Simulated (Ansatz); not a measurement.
Start from `C[SiH2][SiH](O)Cl` and change one atom or group to get `C[SiH2][SiH]([AlH2])Cl`.

Ansatz, PBE0-D4/def2-TZVP geometries, multiplicity 1. Each molecule was computed in one conformer, which needn't be the lowest.

```json
{"property": "HOMO energy (B3LYP/def2-TZVPP) / eV", "`C[SiH2][SiH](O)Cl`": "-7.69"}
{"property": "HOMO–LUMO gap (PBE/def2-TZVPP) / eV", "`C[SiH2][SiH](O)Cl`": "5.56"}
{"property": "HOMO energy (PBE0/def2-TZVPP) / eV", "`C[SiH2][SiH](O)Cl`": "-7.88"}
{"property": "HOMO energy (PBE/def2-TZVPP) / eV", "`C[SiH2][SiH](O)Cl`": "-6.68"}
{"property": "HOMO–LUMO gap (PBE0/def2-TZVPP) / eV", "`C[SiH2][SiH](O)Cl`": "7.60"}
{"property": "HOMO–LUMO gap (ωB97M-V/def2-TZVPP) / eV", "`C[SiH2][SiH](O)Cl`": "11.31"}
```

Q: What does the change do to each property? (Estimate.)

A: The calculation gave: 
```
                               property  `C[SiH2][SiH]([AlH2])Cl`  shift
    HOMO energy (B3LYP/def2-TZVPP) / eV                     -6.97   0.72
    HOMO–LUMO gap (PBE/def2-TZVPP) / eV                      3.12  -2.44
     HOMO energy (PBE0/def2-TZVPP) / eV                     -7.16   0.72
      HOMO energy (PBE/def2-TZVPP) / eV                     -6.11   0.57
   HOMO–LUMO gap (PBE0/def2-TZVPP) / eV                      4.91  -2.69
HOMO–LUMO gap (ωB97M-V/def2-TZVPP) / eV                      8.45  -2.86
```

With PBE0 the HOMO rises by 0.72 eV and the LUMO falls by 1.97 eV, so the gap narrows by about 2.69 eV. PBE moves the HOMO by 0.57 eV and ωB97M-V by 0.85 eV.

B3LYP here is the variant with VWN-RPA as its local correlation; programs differ in this.
